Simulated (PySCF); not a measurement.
LiSn⁻: from constants to spectrum

ROHF-MP2 constants of LiSn⁻, triplet, unpaired electrons π ↑↑ (PySCF, scalar-relativistic core potentials, basis sets Li aug-cc-pVDZ, Sn aug-cc-pVDZ-PP with ECP28; masses 7.0160 and 119.9022 u):

```
ωe             : 320.9 cm⁻¹
ωexe           : 2.32 cm⁻¹
Be             : 0.33641 cm⁻¹
αe             : 0.00316 cm⁻¹
De to Li + Sn⁻ : 0.79 eV
```

Question: What force constant and bond length do these constants imply?

Answer: Reduced mass μred = 6.6282 u; k = 5.8918×10⁻⁷·μred·ωe² (u, cm⁻¹, mdyn/Å) = 0.402 mdyn/Å; Re = √(16.8576/(μred·Be)) (u, cm⁻¹, Å) = 2.750 Å.

Question: Estimate the centrifugal constant D from the Kratzer relation and find the Dunham coefficient a1.

Answer: D = 4Be³/ωe² = 1.48e-06 cm⁻¹; a1 = −1 − αeωe/(6Be²) = -2.49.

Correlated steps freeze 4 core orbitals. Correlated levels converge slowly with the basis: in double zeta they bind strong bonds too weakly, by up to about 1 eV, and carry superposition errors of some tenths. Spin–orbit coupling is left out, which matters for elements this heavy, above all for dissociation energies. For an ion De counts to the pair picked by the measured ionisation energies or electron affinities, which need not be the lowest pair at this level. The state was picked by a PBE0 search and need not be the measured ground state.
